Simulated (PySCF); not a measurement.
C2H8AsGa, charge +1, doublet, at a GFN2-xTB geometry (such geometries of metal compounds can be far from the true shape) (a state made from the parent by changing its charge; the spin is typed, not shown lowest); SVWN5/6-31G* (PySCF).

PySCF was given this input:
```python
from pyscf import gto, scf, dft

mol = gto.Mole()
mol.atom = '''
    Ga    0.505330   -0.769123    0.428570
    C     2.180751   -1.008223   -0.748431
    H     2.939411   -1.570042   -0.195308
    H     2.573826   -0.021814   -1.017630
    H     1.916008   -1.557320   -1.657810
    C    -0.663889   -1.329582    2.031139
    H    -1.460564   -1.997955    1.688945
    H    -1.105066   -0.435009    2.484076
    H    -0.047406   -1.851910    2.768945
    As   -0.816870    1.335458   -0.680680
    H    -2.076828    0.518366   -0.564058
    H    -0.549050    0.715225   -2.026647
'''
mol.basis = '6-31g*'
mol.charge = 1
mol.spin = 1
mol.verbose = 4
mol.build()

mf = dft.UKS(mol)
mf.xc = 'lda,vwn'
mf.kernel()
mf.analyze()
```

### Question
Write the output that PySCF gives for this input, abridged.

### Answer

```
PySCF version 2.14.0

[INPUT] verbose = 4
[INPUT] num. atoms = 12
[INPUT] num. electrons = 83
[INPUT] charge = 1
[INPUT] spin (= nelec alpha-beta = 2S) = 1
[INPUT] symmetry False subgroup None
[INPUT] Mole.unit = angstrom
[INPUT] Symbol           X                Y                Z      unit          X                Y                Z       unit  Magmom
[...]
nuclear repulsion = 480.275995209765
number of shells = 52
number of NR pGTOs = 276
number of NR cGTOs = 108
basis = 6-31g*
ecp = {}

******** <class 'pyscf.dft.uks.UKS'> ********
method = UKS
initial guess = minao
damping factor = 0
level_shift factor = 0
DIIS = <class 'pyscf.scf.diis.CDIIS'>
diis_start_cycle = 1
diis_space = 8
diis_damp = 0
SCF conv_tol = 1e-09
SCF conv_tol_grad = None
SCF max_cycles = 50
direct_scf = True
direct_scf_tol = 1e-13
number electrons alpha = 42  beta = 41
XC library pyscf.dft.libxc version 7.1.2
    S. Lehtola, C. Steigemann, M. J. T. Oliveira, and M. A. L. Marques,  SoftwareX 7, 1–5 (2018)
XC functionals = lda,vwn
    P. A. M. Dirac,  Math. Proc. Cambridge Philos. Soc. 26, 376 (1930)
    F. Bloch,  Z. Phys. 57, 545 (1929)
    S. H. Vosko, L. Wilk, and M. Nusair,  Can. J. Phys. 58, 1200 (1980)
radial grids:
    Treutler-Ahlrichs [JCP 102, 346 (1995); DOI:10.1063/1.469408] (M4) radial grids

becke partition: Becke, JCP 88, 2547 (1988); DOI:10.1063/1.454033
pruning grids: <function nwchem_prune>
grids dens level: 3
symmetrized grids: False
atomic radii adjust function: <function treutler_atomic_radii_adjust>
small_rho_cutoff = 0
Set gradient conv threshold to 3.16228e-05
tot grids = 148032
init E= -4232.61954342732

cycle= 1 E= -4233.63780804658  delta_E= -1.02  |g|= 0.712  |ddm|=  2.2
cycle= 2 E= -4233.08301331829  delta_E= 0.555  |g|= 1.24  |ddm|= 1.92
cycle= 3 E= -4233.74213247669  delta_E= -0.659  |g|= 0.241  |ddm|= 1.61
cycle= 4 E= -4233.7954185176  delta_E= -0.0533  |g|= 0.0661  |ddm|= 0.505
cycle= 5 E= -4233.79683838864  delta_E= -0.00142  |g|= 0.0248  |ddm|= 0.096
cycle= 6 E= -4233.79708502607  delta_E= -0.000247  |g|= 0.00456  |ddm|= 0.0352
cycle= 7 E= -4233.79709986525  delta_E= -1.48e-05  |g|= 0.0018  |ddm|= 0.011
cycle= 8 E= -4233.79710212506  delta_E= -2.26e-06  |g|= 0.000789  |ddm|= 0.00372
cycle= 9 E= -4233.79710223973  delta_E= -1.15e-07  |g|= 0.000689  |ddm|= 0.00179
cycle= 10 E= -4233.79710256208  delta_E= -3.22e-07  |g|= 0.000116  |ddm|= 0.000979
cycle= 11 E= -4233.79710257255  delta_E= -1.05e-08  |g|= 3.64e-05  |ddm|= 0.000262
[...]
converged SCF energy = -4233.79710257329  <S^2> = 0.7511423  2S+1 = 2.001142
Total Energy =                       -4233.797102573285883
[...]
spin_pop of  9 As 3pz       0.00001
spin_pop of  9 As 4px       0.13384
spin_pop of  9 As 4py       0.46500
spin_pop of  9 As 4pz       0.08513
spin_pop of  9 As 5px       0.00150
spin_pop of  9 As 5py       0.00279
spin_pop of  9 As 5pz       0.00120
spin_pop of  9 As 3dxy     -0.00008
spin_pop of  9 As 3dyz     -0.00007
spin_pop of  9 As 3dz^2    -0.00005
spin_pop of  9 As 3dxz     -0.00005
spin_pop of  9 As 3dx2-y2   -0.00007
spin_pop of  9 As 4dxy      0.00054
spin_pop of  9 As 4dyz      0.00032
spin_pop of  9 As 4dz^2     0.00064
spin_pop of  9 As 4dxz      0.00001
spin_pop of  9 As 4dx2-y2    0.00108
spin_pop of  9 As 5dxy      0.00002
spin_pop of  9 As 5dyz      0.00002
spin_pop of  9 As 5dz^2     0.00004
spin_pop of  9 As 5dxz      0.00000
spin_pop of  9 As 5dx2-y2    0.00006
spin_pop of  10 H 1s       -0.01417
spin_pop of  10 H 2s        0.00017
spin_pop of  11 H 1s       -0.01417
spin_pop of  11 H 2s        0.00017
 ** Mulliken Spin Density (per atom)  **
spin density of  0 Ga =      0.16380
spin density of  1 C =      0.06780
spin density of  2 H =      0.01227
spin density of  3 H =     -0.00145
spin density of  4 H =     -0.00169
spin density of  5 C =      0.06689
spin density of  6 H =     -0.00147
spin density of  7 H =     -0.00126
spin density of  8 H =      0.01177
spin density of  9 As =      0.71134
spin density of  10 H =     -0.01400
spin density of  11 H =     -0.01400
 ** Mulliken pop alpha/beta on meta-lowdin orthogonal AOs **
 ** Mulliken pop       alpha | beta **
In total            42.00000 | 41.00000
 ** Mulliken atomic charges   ( Nelec_alpha | Nelec_beta ) **
charge of  0Ga =      0.52330  (    15.32025     15.15645 )
charge of  1C =     -0.45040  (     3.25910      3.19130 )
charge of  2H =      0.17975  (     0.41626      0.40399 )
charge of  3H =      0.16906  (     0.41474      0.41620 )
charge of  4H =      0.17358  (     0.41236      0.41405 )
charge of  5C =     -0.45054  (     3.25872      3.19182 )
charge of  6H =      0.17408  (     0.41222      0.41369 )
charge of  7H =      0.16847  (     0.41513      0.41639 )
charge of  8H =      0.17973  (     0.41602      0.40425 )
charge of  9As =      0.18706  (    16.76214     16.05080 )
charge of  10H =      0.07301  (     0.45649      0.47049 )
charge of  11H =      0.07290  (     0.45655      0.47055 )

WARN: System has nonzero charge 1; the dipole moment is origin-dependent.
Location of origin: [0. 0. 0.]

Dipole moment(X, Y, Z, Debye):  0.47677, -1.69093,  0.27079
```
